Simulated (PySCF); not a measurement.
## Copper: highly charged ions in a basis for the neutral atom

Cu⁵⁺ [Ar] 3d6, Cu⁶⁺ [Ar] 3d5. All numbers are calculated (PySCF 2.14, the non-relativistic Hamiltonian (point nucleus), in pcseg-2). No spin-orbit coupling, so a gap to NIST mixes the basis error with missing relativistic terms.

Changed run: basis of the neutral atom used for a highly charged ion. This setting is unsound on purpose.

```
species  method  sound run (hartree)  changed run (hartree)  converged
   Cu⁵⁺     UHF              not run            -1631.87186        yes
   Cu⁵⁺     LDA              not run            -1630.10155        yes
   Cu⁵⁺     PBE              not run            -1632.69276        yes
   Cu⁶⁺     UHF              not run            -1628.07982        yes
   Cu⁶⁺     LDA              not run            -1626.19659        yes
   Cu⁶⁺     PBE              not run            -1628.79198        yes
```

Ionisation energy of Cu⁵⁺:

```tsv
method	changed run (eV)	NIST (eV)
UHF	103.19	103 ± 1
LDA	106.26	103 ± 1
PBE	106.15	103 ± 1
```

The contracted functions were made for the neutral atom and can be too rigid for a highly charged ion.
